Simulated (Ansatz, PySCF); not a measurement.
C4H2BrF, SMILES C#C/C=C(\F)Br. Atoms are numbered in the order given.

```xyz
8

C     -0.1603    -3.7622     0.0000
C     -0.4008    -2.5728     0.0000
C     -0.7135    -1.1913     0.0000
C      0.2257    -0.2329     0.0000
F      1.5112    -0.4952     0.0000
Br    -0.1550     1.5943     0.0000
H      0.0590    -4.8140     0.0000
H     -1.7610    -0.8807     0.0000
```
Charge 0, spin multiplicity 1.

Geometry: PBE0-D3(BJ)/def2-SVP. The structure was generated by enumeration; whether it is a known compound was not checked.

Two levels are set side by side: PBE-D3(BJ)/def2-SVP (Ansatz, a first-principles code) and PBE0-D3(BJ)/def2-SVP (Ansatz). Each level has its own optimised geometry; the coordinates shown are those of the second. Frequencies come from the Hessian of PySCF at each geometry. Differences are taken from unrounded values.

| quantity | PBE0-D3(BJ) |
|---|---|
| mean bond length (Å) | 1.331 |
| bond C1–C2 (Å) | 1.214 |
| bond C2–C3 (Å) | 1.416 |
| bond C3–C4 (Å) | 1.342 |
| bond C4–F5 (Å) | 1.312 |
| bond C4–Br6 (Å) | 1.866 |
| bond C1–H7 (Å) | 1.074 |
| bond C3–H8 (Å) | 1.093 |
| highest harmonic wavenumber (cm⁻¹) | 3489 |
| mean harmonic wavenumber (cm⁻¹) | 1088 |
| zero-point energy (kcal/mol) | 27.99 |

**Question.** What does PBE-D3(BJ) give, and how far is it from PBE0-D3(BJ)? (Estimate from the structure and the level; the computed values follow.)

**Answer.** 
```json
[
 {"quantity": "mean bond length (Å)", "PBE-D3(BJ)": "1.342", "PBE-D3(BJ) minus PBE0-D3(BJ)": "0.011"},
 {"quantity": "bond C1–C2 (Å)", "PBE-D3(BJ)": "1.227", "PBE-D3(BJ) minus PBE0-D3(BJ)": "0.013"},
 {"quantity": "bond C2–C3 (Å)", "PBE-D3(BJ)": "1.416", "PBE-D3(BJ) minus PBE0-D3(BJ)": "-0.001"},
 {"quantity": "bond C3–C4 (Å)", "PBE-D3(BJ)": "1.357", "PBE-D3(BJ) minus PBE0-D3(BJ)": "0.015"},
 {"quantity": "bond C4–F5 (Å)", "PBE-D3(BJ)": "1.326", "PBE-D3(BJ) minus PBE0-D3(BJ)": "0.014"},
 {"quantity": "bond C4–Br6 (Å)", "PBE-D3(BJ)": "1.884", "PBE-D3(BJ) minus PBE0-D3(BJ)": "0.018"},
 {"quantity": "bond C1–H7 (Å)", "PBE-D3(BJ)": "1.081", "PBE-D3(BJ) minus PBE0-D3(BJ)": "0.006"},
 {"quantity": "bond C3–H8 (Å)", "PBE-D3(BJ)": "1.101", "PBE-D3(BJ) minus PBE0-D3(BJ)": "0.009"},
 {"quantity": "highest harmonic wavenumber (cm⁻¹)", "PBE-D3(BJ)": "3408", "PBE-D3(BJ) minus PBE0-D3(BJ)": "-82"},
 {"quantity": "mean harmonic wavenumber (cm⁻¹)", "PBE-D3(BJ)": "1043", "PBE-D3(BJ) minus PBE0-D3(BJ)": "-45"},
 {"quantity": "zero-point energy (kcal/mol)", "PBE-D3(BJ)": "26.83", "PBE-D3(BJ) minus PBE0-D3(BJ)": "-1.16"}
]
```

GGA bonds tend to be longer and softer than those of functionals with exact exchange. Differences between two approximate levels are no errors against the true value.
